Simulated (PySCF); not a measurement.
## Bond length, frequency and bond energy of ZnF⁺ by level of theory

State: ¹Σ⁺ (singlet), closed shell. Set-up: PySCF, spin-free X2C with a Gaussian nucleus, basis sets Zn x2c-SVPall, F x2c-SVPall. De refers to Zn⁺ + F in their high-spin ground configurations, without counterpoise correction. A positive dipole points towards F; it is taken about the centre of mass and depends on that origin.

| Level | Re (Å) | ωe (cm⁻¹) | De (eV) | μ (D) |
| --- | --- | --- | --- | --- |
| RHF | 1.713 | 767 | 0.91 | -7.25 |
| RHF-MP2 | 1.726 | 724 | 2.95 | n/a |
| RHF-SCS-MP2 | 1.728 | 720 | 2.79 | n/a |
| RHF-CCSD | 1.727 | 720 | 2.62 | n/a |
| RHF-CCSD(T) | 1.733 | 705 | 2.72 | n/a |
| PBE | 1.739 | 676 | 3.17 | -5.15 |
| BP86 | 1.737 | 679 | 3.11 | -5.17 |
| r²SCAN | 1.718 | 712 | 2.88 | -5.58 |
| B3LYP | 1.729 | 700 | 2.72 | -5.57 |
| PBE0 | 1.721 | 714 | 2.67 | -5.83 |
| r²SCAN0 | 1.710 | 737 | 2.50 | -6.08 |
| LC-ωPBE | 1.709 | 745 | 2.88 | -6.05 |

The bond length runs from 1.709 Å (LC-ωPBE) to 1.739 Å (PBE). De spans 0.91 eV (RHF, mean field) to 3.17 eV (PBE, GGA). Correlation at CCSD(T) changes the Hartree–Fock bond energy by +1.81 eV; the triples alone change it by +0.10 eV.

Correlated steps freeze 6 core orbitals. Correlated levels converge slowly with the basis: in double zeta they bind strong bonds too weakly, by up to about 1 eV, and carry superposition errors of some tenths. For an ion De counts to the pair picked by the measured ionisation energies or electron affinities, which need not be the lowest pair at this level. Where the molecule has an RHF reference, its open-shell atoms are computed with UHF. The CCSD T1 diagnostic is raised, a sign that a single reference may not be enough here.

The whole job (state search and all levels along the bond) took about 1.9 min on 1 thread of Oxide Virtual Turin-like (shared host), peak memory 0.59 GiB.
